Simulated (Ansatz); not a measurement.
`N#[C][In]([F])[F]` + H–F → `[F][In]([F])[F]` + `C#N` at 400 K and 1 bar (ligand exchange at the In–C bond).

Calculated with Ansatz (gas phase, PBE0-D4/def2-TZVP geometries, no zero-point term in ΔE). CCSD(T)/CBS is the MP2 limit (def2-TZVPP, def2-QZVPP) plus CCSD(T) − MP2 in def2-TZVPP, frozen cores. This one scheme is used for every species. Elements past krypton have def2 core potentials. For In outer-core shells are correlated without core-valence functions, which leaves a few kJ/mol of doubt a bond.

```json
{"species": "`N#[C][In]([F])[F]`", "CCSD(T)/CBS energy (Eh)": "-482.18779", "H − E (kJ/mol)": "57.7", "S (J/(mol·K))": "371.3"}
{"species": "H–F", "CCSD(T)/CBS energy (Eh)": "-100.39570", "H − E (kJ/mol)": "36.5", "S (J/(mol·K))": "182.2"}
{"species": "`[F][In]([F])[F]`", "CCSD(T)/CBS energy (Eh)": "-489.26665", "H − E (kJ/mol)": "37.3", "S (J/(mol·K))": "331.1"}
{"species": "`C#N`", "CCSD(T)/CBS energy (Eh)": "-93.32098", "H − E (kJ/mol)": "56.1", "S (J/(mol·K))": "211.9"}
```

H − E and S are ideal-gas, rigid-rotor, harmonic terms from PBE0-D4/def2-TZVP. 1 Eh = 2625.50 kJ/mol, R = 8.31446 J/(mol·K).

**Question.** By hand: ΔE, ΔH, ΔS and ΔG.

**Answer.** ΔE = (-489.26665) + (-93.32098) − (-482.18779) − (-100.39570) = -0.00414 Eh = -10.9 kJ/mol. Δ(H − E) = 37.3 + 56.1 − 57.7 − 36.5 = -0.8, so ΔH = -11.7 kJ/mol. ΔS = 331.1 + 211.9 − 371.3 − 182.2 = -10.5 J/(mol·K). ΔG = -11.7 − 400 × (-10.5)/1000 = -7.5 kJ/mol.

**Question.** By hand: the equilibrium constant, and the temperature at which ΔG would vanish if ΔH and ΔS stayed fixed.

**Answer.** log₁₀ K = −ΔG/(RT ln 10) = 1.0. ΔG = 0 at ΔH/ΔS = 1114 K, though so small a ΔS makes that figure unsure.

TΔS isn't small against ΔH here. A doubt of 5 kJ/mol in ΔE shifts log₁₀ K by 0.7 here. These are equilibria of isolated gas molecules and say nothing of rates. Largest T1 diagnostic: 0.018 (customary marks: 0.02 for closed shells, 0.045 for open ones).
